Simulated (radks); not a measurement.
Excited configurations of N III: one electron is placed in a higher orbital outside [He] 2s2. The ground configuration is [He] 2s2 2p1. Calculated with a radial shooting solver on a logarithmic mesh with Libxc functionals: scalar-relativistic Kohn-Sham, r2SCAN, spin-polarised, spherical densities, finite nucleus; open shells are filled with parallel spins first; meta-GGA in the generalised Kohn-Sham scheme; Fermi nuclear charge, rms radius 2.5582 fm. Excitation = E - E(ground); binding = E(ion) - E, where the ion is the core of charge +3; n* = 3/sqrt(2 binding) in atomic units, and the quantum defect is n - n*.

\begin{tabular}{lrrrr}
outer orbital & excitation (eV) & binding (eV) & quantum defect & <r> (bohr) \\ \hline
3s & 27.350 & 19.960 & 0.523 & 3.125 \\
4p & 38.247 & 9.064 & 0.324 & 6.501 \\
5s & 41.170 & 6.140 & 0.534 & 10.04 \\
5d & 42.123 & 5.188 & 0.142 & 10.90 \\
5f & 42.389 & 4.921 & 0.012 & 10.52 \\
6s & 43.192 & 4.119 & 0.547 & 14.99 \\
6f & 43.856 & 3.454 & 0.046 & 15.96 \\
7s & 44.356 & 2.954 & 0.562 & 20.94 \\
\end{tabular}

The Delta-SCF ionisation energy is 47.311 eV (NIST Atomic Spectra Database: 47.445 eV, semi-empirical). Self-interaction in the functional shifts the binding energies and quantum defects, so they are the method's values and not measured ones. Open shells are spherical and high-spin; term and fine-structure splittings are not resolved.
